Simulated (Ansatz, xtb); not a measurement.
Stretching the C5–H6 bond in CH5OSb (SMILES C[O][SbH2]) (multiplicity 1 held, fragments rigid). Energies count from the point at 1.097 Å.
Geometry at that point (charge 0, multiplicity 1):
```csv
atom,x (Å),y (Å),z (Å)
Sb,-0.3916,0.2729,0.3797
H,-1.5274,-0.6889,-0.5020
H,-0.4229,1.4423,-0.8947
O,1.2163,-0.6790,-0.2641
C,1.3391,-0.9960,-1.6388
H,1.3361,-0.0961,-2.2654
H,2.2903,-1.5146,-1.7777
H,0.5293,-1.6528,-1.9785
```

Unrestricted levels (U-) break spin symmetry where that is lower. Active spaces are followed from a long bond inwards. Levels need not reach the same state.

Cores are frozen in the correlated methods. Filled d and f shells under p-block atoms count as core.

The values were computed with Ansatz (Gaussian orbitals); xtb for the GFN methods.  In def2 rows elements past Kr take small-core potentials, without spin–orbit coupling. The GFN methods have no spin term and hold the electronic entropy of 300 K.

Energies in kJ/mol.

```csv
R (Å),GFN2-xTB,U-HF/def2-SVP,U-MP2/def2-SVP,"FIC-NEVPT4(SD) on CASSCF(2,2)/def2-SVP","FIC-MRCISD on CASSCF(2,2)/def2-SVP","FIC-MRCISD+Q on CASSCF(2,2)/def2-SVP"
0.877,113,125,133,134,134,134
0.987,21,24,28,29,29,29
1.097,0,0,0,0,0,0
1.206,15,17,13,12,12,12
1.316,46,56,48,45,45,45
1.480,103,132,116,109,109,110
1.645,165,212,189,176,176,176
1.919,259,300,337,271,272,272
2.193,336,335,394,339,340,341
2.522,405,349,419,390,390,391
2.961,463,355,430,422,421,422
3.509,498,356,433,434,432,434
```

Doubts at one or more of the structures used: a spin-contaminated determinant (U-HF/def2-SVP, U-MP2/def2-SVP).

Ansatz is an electronic-structure program.
